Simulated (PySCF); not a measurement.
Run record: geometry optimisation, propargyl bromide (`C#CCBr`).

Computed with PBE0-D3(BJ)/def2-SVP geometry optimisation, gas phase (PySCF 2.14.0). Start geometry: GFN2-xTB. The input is one job of a driver script: a line of settings, then coordinates in Å.

Input:
```
{"job": {"xc": "PBE0", "basis": "def2-SVP", "d3": "d3bj", "grid": 1, "maxiter": 30, "shake": 0.01, "kind": "geom"}, "charge": 0, "multiplicity": 1}
C      1.616300    -0.624650     0.362660
C      0.462940    -0.303750     0.087260
C     -0.886850     0.121690    -0.232760
Br    -1.016560     2.089990    -0.048520
H      2.573020    -0.899530     0.578500
H     -1.598700    -0.303580     0.460410
H     -1.116210    -0.109270    -1.257480
```

Give the output.

```
step   0  E = -2689.36127559  max force = 0.083616
step   1  E = -2689.36463620  max force = 0.009221
step   2  E = -2689.36524691  max force = 0.006477
step   3  E = -2689.36581275  max force = 0.003547
step   4  E = -2689.36587227  max force = 0.001356
step   5  E = -2689.36588175  max force = 0.000264
optimisation converged
```

Energies in Eh; «max force» is the largest Cartesian gradient component in Eh/bohr.

Give the first gradient maximum in eV/Å.

With 1 Eh/bohr = 51.422 eV/Å, 4.300 eV/Å.

How much energy does the optimisation release, in kJ/mol?

E(step 0) − E(last step) = 0.004606 Eh, which is 12.1 kJ/mol.

Main results: final energy -2689.36588 Eh after 5 steps; dipole 1.59 D.

Where do the atoms end?

0.048 Å rms from the input after alignment:
```
atom  x, y, z in Å
C1     1.5841   -0.7110    0.3309
C2     0.4761   -0.2910    0.0840
C3    -0.8514    0.1926   -0.2125
Br4   -1.0019    2.1341   -0.0286
H5     2.5674   -1.0840    0.5513
H6    -1.5973   -0.2341    0.4715
H7    -1.1425   -0.0361   -1.2464
```

Time: 15 s wall; peak memory 0.36 GiB. Hardware: one thread, Arm Neoverse V1 (aarch64), no GPU, on a shared host.
Labels such as C1 count atoms from 1, the log's own numbers from 0.
